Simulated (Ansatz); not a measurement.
`NC[CH2][GeH3]` → `C[NH][GeH2][CH3]`  (isomerisation)

Program: Ansatz. Geometries: PBE0-D4/def2-TZVP. ΔE: electronic, gas phase. CCSD(T)/CBS is the MP2 limit (def2-TZVPP, def2-QZVPP) plus CCSD(T) − MP2 in def2-TZVPP, frozen cores. Functionals use def2-TZVPP. B3LYP here is the variant with VWN-RPA as its local correlation; programs differ in this. For Ge outer-core shells are correlated without core-valence functions, which leaves a few kJ/mol of doubt a bond. Scalar relativity is left out up to krypton. Each species was taken in one conformer, which may not be the lowest.

```tsv
level	ΔE (kcal/mol)	difference from CCSD(T)/CBS
PBE-D4	-9.2	0.7
PBE0-D4	-9.2	0.7
ωB97X-V	-9.9	0.0
ωB97M-V	-9.8	0.1
PBE	-9.0	0.9
r2SCAN	-10.0	-0.1
B3LYP	-10.3	-0.4
MP2/def2-TZVPP	-11.1	-1.2
SCS-MP2/def2-TZVPP	-11.1	-1.2
CCSD/def2-TZVPP	-10.3	-0.4
CCSD(T)/def2-TZVPP	-10.3	-0.4
HF/def2-QZVPP	-11.1	-1.2
SCS-MP2/def2-QZVPP	-10.9	-1.0
HF/CBS(def2)	-11.1	-1.2
MP2/CBS(def2)	-10.6	-0.7
CCSD/CBS(def2)	-9.8	0.1
CCSD(T)/CBS	-9.9	0
```

Largest T1 diagnostic among the species: 0.010.
